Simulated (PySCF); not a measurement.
A GIAO shielding run with PySCF (density fitting, non-relativistic, gas phase) on SMILES N#CCC(=O)[Si@@H](N)[SiH3], C3H8N2OSi2:

```
$ OMP_NUM_THREADS=1 python probes_run.py task.json out

{"job": {"kind": "nmr", "xc": "PBE0", "basis": "pcSseg-1"}, "charge": 0, "multiplicity": 1}
N     -2.746254    -2.164853    -0.346840
C     -2.413040    -1.070242    -0.369365
C     -1.973921     0.293486    -0.361465
C     -1.058651     0.520359     0.850409
O     -1.406409     1.256216     1.741160
Si     0.663564    -0.324665     0.884532
N      0.663327    -1.366268    -0.491667
Si     2.297672     1.283036     0.585478
H     -1.400020     0.486907    -1.270441
H     -2.842905     0.955550    -0.307263
H      0.671098    -0.996474     2.196007
H      1.535200    -1.776627    -0.785622
H     -0.077495    -2.042390    -0.612090
H      3.312431     1.200919     1.638143
H      1.759714     2.644575     0.591687
H      3.008088     1.109416    -0.686592
```

Hardware: 1 thread of an Arm Neoverse N1, shared host. The job also computes population analyses, field gradients.

**Question.** How large is the calculation?

**Answer.** 76 electrons, 190 basis functions and 1024 auxiliary functions.

**Question.** How long does it take, and how much memory does it need?

**Answer.** 51 s of wall time, with 16 SCF cycles and 5 response iterations; peak memory 0.84 GiB. Times on a shared host scatter by some tens of per cent.
